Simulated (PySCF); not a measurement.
PySCF input file for F₂GaHSe, SMILES [F][Ga]([F])[SeH], TDA-PBE/def2-SVPD. Geometry: ωB97X-D3(BJ)/def2-SVP. The structure was generated by enumeration; whether it is a known compound was not checked. Other conformers were not sampled.

```python
import numpy as np
from pyscf import gto, scf, dft, tdscf

mol = gto.M(
    atom='''
    Ga    0.00295535    0.74815688   -0.00000000
    F     1.44956983    1.71822503    0.00000000
    F    -1.49277564    1.64400919    0.00000000
    Se    0.05041289   -1.52609611    0.00000000
    H    -1.41680181   -1.56570361    0.00000000
    ''',
    basis='def2-SVPD',
    charge=0,
    spin=0,
    symmetry=True,
    max_memory=1600,
    verbose=4,
)
mf = dft.RKS(mol, xc='pbe').density_fit(auxbasis='def2-universal-jkfit')
mf.grids.level = 3
mf.conv_tol = 1e-9
mf.max_cycle = 100
mf.kernel()
mf.grids = dft.Grids(mol).set(level=1).build(with_non0tab=True)  # coarser grid for the response kernel
td = tdscf.TDA(mf)
td.singlet = True
td.nstates = 10
td.conv_tol = 1e-4
td.positive_eig_threshold = 1e-6
td.kernel(x0=td.get_init_guess(mf, 15))
td.analyze()
tt = tdscf.TDA(mf)
tt.singlet = False
tt.nstates = 4
tt.conv_tol = 1e-4
tt.positive_eig_threshold = 1e-6
tt.kernel(x0=tt.get_init_guess(mf, 9))
tt.analyze(verbose=3)
```

Output:

```
PySCF version 2.14.0

[INPUT] verbose = 4
[INPUT] num. atoms = 5
[INPUT] num. electrons = 84
[INPUT] charge = 0
[INPUT] spin (= nelec alpha-beta = 2S) = 0
[INPUT] symmetry True subgroup None
[INPUT] Mole.unit = angstrom
[INPUT] Symbol           X                Y                Z      unit          X                Y                Z       unit  Magmom
[INPUT]  1 Ga     0.002955350000   0.748156880000   0.000000000000 AA    0.005584802102   1.413811601409   0.000000000000 Bohr   0.0
[INPUT]  2 F      1.449569830000   1.718225030000   0.000000000000 AA    2.739289977132   3.246974727073   0.000000000000 Bohr   0.0
[INPUT]  3 F     -1.492775640000   1.644009190000   0.000000000000 AA   -2.820937125022   3.106727115368   0.000000000000 Bohr   0.0
[INPUT]  4 Se     0.050412890000  -1.526096110000   0.000000000000 AA    0.095266555248  -2.883903687664   0.000000000000 Bohr   0.0
[INPUT]  5 H     -1.416801810000  -1.565703610000   0.000000000000 AA   -2.677367393688  -2.958751015143   0.000000000000 Bohr   0.0

nuclear repulsion = 541.837479922085
point group symmetry = Cs
symmetry origin: [ 2.24967373e-10 -2.02470646e-09  0.00000000e+00]
symmetry axis x: [ 1.00000000e+00 -2.39770027e-09  0.00000000e+00]
symmetry axis y: [2.39770027e-09 1.00000000e+00 0.00000000e+00]
symmetry axis z: [0. 0. 1.]
num. orbitals of irrep A' = 92
num. orbitals of irrep A" = 41
number of shells = 51
number of NR pGTOs = 239
number of NR cGTOs = 133
basis = def2-SVPD
ecp = {}


[settings echo left out]
init E= -4524.08633146617
HOMO (A") = -0.276713195277709  LUMO (A') = -0.111062138793295  gap/eV = 4.50759
cycle= 1 E= -4525.12121235963  delta_E= -1.03  |g|= 1.09  |ddm|= 2.91
HOMO (A') = -0.185156971207223  LUMO (A') = -0.0891481081368588  gap/eV = 2.61253
cycle= 2 E= -4523.85370603629  delta_E= 1.27  |g|= 2.93  |ddm|= 3.32
HOMO (A") = -0.234211454270422  LUMO (A') = -0.108193009433508  gap/eV = 3.42914
cycle= 3 E= -4525.27474401708  delta_E= -1.42  |g|= 0.398  |ddm|= 2.55
HOMO (A") = -0.264943901988085  LUMO (A') = -0.101029268415108  gap/eV = 4.46034
cycle= 4 E= -4525.30041878728  delta_E= -0.0257  |g|= 0.154  |ddm|= 0.547
HOMO (A") = -0.259934589279681  LUMO (A') = -0.106016642030815  gap/eV = 4.18832
cycle= 5 E= -4525.30443828711  delta_E= -0.00402  |g|= 0.0482  |ddm|= 0.194
HOMO (A") = -0.26155174210283  LUMO (A') = -0.105043954636143  gap/eV = 4.25879
cycle= 6 E= -4525.30484413064  delta_E= -0.000406  |g|= 0.0127  |ddm|= 0.0624
HOMO (A") = -0.259965470106382  LUMO (A') = -0.104917871975521  gap/eV = 4.21906
cycle= 7 E= -4525.30489514655  delta_E= -5.1e-05  |g|= 0.00423  |ddm|= 0.0199
HOMO (A") = -0.259920734440581  LUMO (A') = -0.104942806497547  gap/eV = 4.21716
cycle= 8 E= -4525.30489758675  delta_E= -2.44e-06  |g|= 0.00213  |ddm|= 0.00385
HOMO (A") = -0.260015432277938  LUMO (A') = -0.104963664503818  gap/eV = 4.21917
cycle= 9 E= -4525.30489854552  delta_E= -9.59e-07  |g|= 0.000123  |ddm|= 0.00206
HOMO (A") = -0.260007740525454  LUMO (A') = -0.104960910515163  gap/eV = 4.21904
cycle= 10 E= -4525.3048985471  delta_E= -1.58e-09  |g|= 9.96e-05  |ddm|= 0.000275
HOMO (A") = -0.260017784547558  LUMO (A') = -0.104966836387506  gap/eV = 4.21915
cycle= 11 E= -4525.30489854998  delta_E= -2.88e-09  |g|= 1.77e-05  |ddm|= 0.000148
HOMO (A") = -0.260017128895043  LUMO (A') = -0.104965313091038  gap/eV = 4.21917
cycle= 12 E= -4525.30489855007  delta_E= -8.37e-11  |g|= 4.29e-06  |ddm|= 2.61e-05
HOMO (A") = -0.260016281008124  LUMO (A') = -0.104965150254075  gap/eV = 4.21916
Extra cycle  E= -4525.30489855006  delta_E= 2.73e-12  |g|= 6.84e-06  |ddm|= 1.38e-05
converged SCF energy = -4525.30489855006
tot grids = 27824
Overwritten attributes  positive_eig_threshold  of <class 'pyscf.tdscf.rks.TDA'>


******** <class 'pyscf.tdscf.rks.TDA'> for <class 'pyscf.df.df_jk.DFSymAdaptedRKS'> ********
nstates = 10 singlet
deg_eia_thresh = 1.000e-03
wfnsym = None
conv_tol = 0.0001
eigh lindep = 1e-12
eigh level_shift = 0
eigh max_cycle = 100


Excitation energies (eV)
[4.39066479 5.59736452 5.74277243 6.52934507 6.64589909 6.72334925
 6.98315305 7.15997193 7.19519138 7.2372907 ]

** Singlet excitation energies and oscillator strengths **
Excited State   1:   A"      4.39066 eV    282.38 nm  f=0.0239
      42 -> 43        0.70585
Excited State   2:   A'      5.59736 eV    221.50 nm  f=0.0060
      41 -> 43       -0.35564
      42 -> 44        0.60681
Excited State   3:   A"      5.74277 eV    215.90 nm  f=0.0118
      42 -> 45       -0.70374
Excited State   4:   A'      6.52935 eV    189.89 nm  f=0.0129
      40 -> 43       -0.69103
Excited State   5:   A"      6.64590 eV    186.56 nm  f=0.0000
      39 -> 43       -0.70659
Excited State   6:   A'      6.72335 eV    184.41 nm  f=0.3199
      36 -> 43        0.15126
      38 -> 43       -0.33779
      40 -> 43        0.10606
      41 -> 43        0.48512
      41 -> 45        0.15796
      42 -> 44        0.24786
Excited State   7:   A"      6.98315 eV    177.55 nm  f=0.0003
      37 -> 43       -0.19761
      41 -> 44       -0.65239
      42 -> 46       -0.15402
Excited State   8:   A"      7.15997 eV    173.16 nm  f=0.0047
      37 -> 43       -0.26996
      42 -> 46        0.64087
Excited State   9:   A'      7.19519 eV    172.32 nm  f=0.0503
      38 -> 43       -0.48064
      41 -> 43       -0.10025
      41 -> 45       -0.49471
Excited State  10:   A"      7.23729 eV    171.31 nm  f=0.0545
      37 -> 43       -0.61346
      41 -> 44        0.22223
      42 -> 46       -0.23237

** Transition electric dipole moments (AU) **
state          X           Y           Z        Dip. S.      Osc.
  1         0.0000      0.0000      0.4712      0.2220      0.0239
  2         0.0508      0.2027      0.0000      0.0437      0.0060
  3        -0.0000      0.0000     -0.2893      0.0837      0.0118
  4         0.2070      0.1950     -0.0000      0.0809      0.0129
  5        -0.0000     -0.0000      0.0085      0.0001      0.0000
  6        -0.0505      1.3927     -0.0000      1.9421      0.3199
  7         0.0000     -0.0000     -0.0387      0.0015      0.0003
  8         0.0000      0.0000     -0.1629      0.0265      0.0047
  9         0.2280     -0.4833      0.0000      0.2855      0.0503
 10         0.0000      0.0000      0.5544      0.3074      0.0545

** Transition velocity dipole moments (imaginary part, AU) **
state          X           Y           Z        Dip. S.      Osc.
  1         0.0000      0.0000      0.0444      0.0020      0.0082
  2         0.0127     -0.0082      0.0000      0.0002      0.0007
  3        -0.0000      0.0000     -0.0896      0.0080      0.0253
  4         0.0376      0.0242     -0.0000      0.0020      0.0056
  5        -0.0000     -0.0000      0.0012      0.0000      0.0000
  6        -0.0063      0.2184     -0.0000      0.0478      0.1289
  7        -0.0000     -0.0000      0.0381      0.0015      0.0038
  8        -0.0000     -0.0000     -0.0359      0.0013      0.0033
  9         0.0553     -0.0947      0.0000      0.0120      0.0303
 10         0.0000      0.0000      0.0801      0.0064      0.0161

** Transition magnetic dipole moments (imaginary part, AU) **
state          X           Y           Z
  1         0.1694      0.0620     -0.0000
  2        -0.0000     -0.0000      0.0068
  3        -0.3915      0.4323      0.0000
  4         0.0000      0.0000      0.2265
  5         0.0002     -0.2808     -0.0000
  6         0.0000     -0.0000     -0.0505
  7        -0.8260     -0.0373     -0.0000
  8        -0.3221     -0.2425     -0.0000
  9        -0.0000      0.0000     -0.0762
 10         0.0474      0.1139      0.0000


******** <class 'pyscf.tdscf.rks.TDA'> for <class 'pyscf.df.df_jk.DFSymAdaptedRKS'> ********
nstates = 4 triplet
deg_eia_thresh = 1.000e-03
wfnsym = None
conv_tol = 0.0001
eigh lindep = 1e-12
eigh level_shift = 0
eigh max_cycle = 100


Excitation energies (eV)
[4.00929343 4.93584275 5.27855628 5.46640023]

** Triplet excitation energies and oscillator strengths **
Excited State   1:   A"      4.00929 eV    309.24 nm  f=0.0000
Excited State   2:   A'      4.93584 eV    251.19 nm  f=0.0000
Excited State   3:   A"      5.27856 eV    234.88 nm  f=0.0000
Excited State   4:   A'      5.46640 eV    226.81 nm  f=0.0000
```

The run converged.
